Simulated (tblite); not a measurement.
Species: C9H6N (doublet state).
SMILES with atom numbers: `[H]/[C:1]=[CH:2]\[C:3]1=[CH:4][C@@H:5]2[C:6]([C:7]#[N:8])=[CH:9][C@H:10]12` (hydrogens: H11 on C1; H12 on C2; H13 on C4; H14 on C5; H15 on C9; H16 on C10)

Structure used (GFN2-xTB), in Å, numbered top down from 1:
```
atom  x, y, z in Å
C1     2.8626   -0.6636   -1.0260
C2     1.9912   -1.2627   -0.2701
C3     0.8731   -0.6364    0.4154
C4    -0.1323   -1.0770    1.1850
C5    -0.7496    0.2892    1.3425
C6    -1.6576    0.6861    0.1833
C7    -3.0376    0.5545    0.0355
N8    -4.1779    0.4483   -0.0546
C9    -0.6440    1.1349   -0.5748
C10    0.4114    0.8126    0.4478
H11    3.0928    0.3152   -1.3753
H12    2.0485   -2.3346   -0.1024
H13   -0.4502   -2.0373    1.5418
H14   -0.9797    0.6640    2.3326
H15   -0.5765    1.5370   -1.5680
H16    1.1181    1.5787    0.7433
```

Structure optimised with GFN2-xTB, isolated species. This method treats the open shell by occupation alone, without spin polarisation.

Masses are those of the commonest isotopes; rigid-rotor values at the optimised geometry. The values belong to one conformer with, in the numbering `[H]/[C:1]=[CH:2]\[C:3]1=[CH:4][C@@H:5]2[C:6]([C:7]#[N:8])=[CH:9][C@H:10]12`, C1–C2–C3–C4 178°.

Q: What are A, B and C (MHz)?

A: Ia = 129.03, Ib = 632.25, Ic = 668.20 u·Å²; 505379 MHz·u·Å²/I gives A = 3917, B = 799.3, C = 756.3 MHz.

Q: What kind of rotor is it?

A: A near-prolate asymmetric top: κ = (2 × 799.3 − 3917 − 756.3)/(3917 − 756.3) = -0.97.

Q: What does the inertial defect say?

A: Not planar: Δ = Ic − Ia − Ib = -93.09 u·Å². For a rigid frame Δ = −2 Σ m c², so Σ m c² = 46.54 u·Å² lies off the ab plane: 8.56 from hydrogen and 37.98 from heavier atoms. The atom farthest from that plane is 1.85 Å away.

Q: Give the other two planar moments, Paa and Pbb, and the rms extents of the mass along the axes.

A: Paa = Σ m a² = (Ib + Ic − Ia)/2 = 585.71 and Pbb = Σ m b² = (Ia + Ic − Ib)/2 = 82.49 u·Å². With the mass M = 128.05 u, the rms extents √(P/M) along a, b and c are 2.14, 0.80, 0.60 Å.

For this open shell read J as N, the rotation without spin; fine and hyperfine splittings come on top. Its GFN2-xTB frequencies are all real (lowest 64 cm⁻¹). No vibrational averaging or centrifugal distortion is included, and the geometry carries the error of its method.

Hardware: one thread, Arm Neoverse V1 (aarch64), no GPU (shared host). Cost: 0.36 s wall. This is the geometry optimisation.

All values are computed, not measured.
